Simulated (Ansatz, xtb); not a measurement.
**CH3FMgO: which of two structures lies lower**

Structure I is a singlet given by its coordinates and structure II is a singlet given by its coordinates. Both are isolated molecules in the gas phase, relaxed with PBE0-D3(BJ)/def2-SVP.

I (Å):

```yaml
atoms:
  - { symbol: C, position_ang: [-0.1103, 1.0442, 1.4172] }
  - { symbol: F, position_ang: [0.1906, -3.5913, -0.1193] }
  - { symbol: Mg, position_ang: [0.0826, -1.9240, 0.4325] }
  - { symbol: O, position_ang: [-0.0255, -0.2562, 0.9849] }
  - { symbol: H, position_ang: [0.8568, 1.5776, 1.3261] }
  - { symbol: H, position_ang: [-0.4122, 1.1104, 2.4814] }
  - { symbol: H, position_ang: [-0.8527, 1.6285, 0.8379] }
```

Close contacts (Å): C1–O4 1.37, F2–Mg3 1.76, Mg3–O4 1.76, C1–H5 1.11, C1–H6 1.11, C1–H7 1.11.

II (Å):

```xyz
7

C     0.1584   -0.2095    1.8677
F    -1.2624   -1.5770   -1.4225
Mg   -0.6034   -0.9132    0.0752
O     0.1390    0.8330    0.8102
H     1.1920   -0.3767    2.2111
H    -0.4600    0.1105    2.7218
H     0.4738    1.7006    1.0666
```

Close contacts (Å): C1–Mg3 2.07, C1–O4 1.49, F2–Mg3 1.77, Mg3–O4 2.03, C1–H5 1.10, C1–H6 1.10, O4–H7 0.96.

Question: Which of the two would you expect CCSD(T)/def2-TZVP electronic energies to favour?

Answer: Structure I; the calculation gives E(II) − E(I) = +1.343 eV.

How the difference moves with the method:

| level | geometry | E(II) − E(I) (eV) | departure from the last row (eV) | job, with rough time for the two |
| --- | --- | --- | --- | --- |
| PBE0-D3(BJ)/def2-SVP | PBE0-D3(BJ)/def2-SVP | +1.389 | +0.046 | optimisation, 2 min |
| HF/def2-TZVP | PBE0-D3(BJ)/def2-SVP | +1.486 | +0.143 | part of the CCSD(T) run |
| MP2/def2-TZVP | PBE0-D3(BJ)/def2-SVP | +1.399 | +0.056 | part of the CCSD(T) run |
| CCSD(T)/def2-TZVP | PBE0-D3(BJ)/def2-SVP | +1.343 |  | single point, 2.6 min |

None of the levels shown reverses the order. The largest departure from CCSD(T)/def2-TZVP is that of HF/def2-TZVP, 0.143 eV. Levels run at GFN2-xTB geometries aren't shown.

With harmonic frequencies from PBE0-D3(BJ)/def2-SVP (ideal gas, rigid rotor, one conformer each, 298.15 K, 1 atm): on the last row, ΔE + ΔZPE = +1.307, ΔH = +1.302, ΔG = +1.291 eV.

The correlated steps freeze 4 core orbitals; the last core shell of Mg is correlated, in a basis made for valence electrons. Programs: Ansatz 0.2.0; the last row on 1 thread of AMD EPYC (Zen 3) on a shared host.
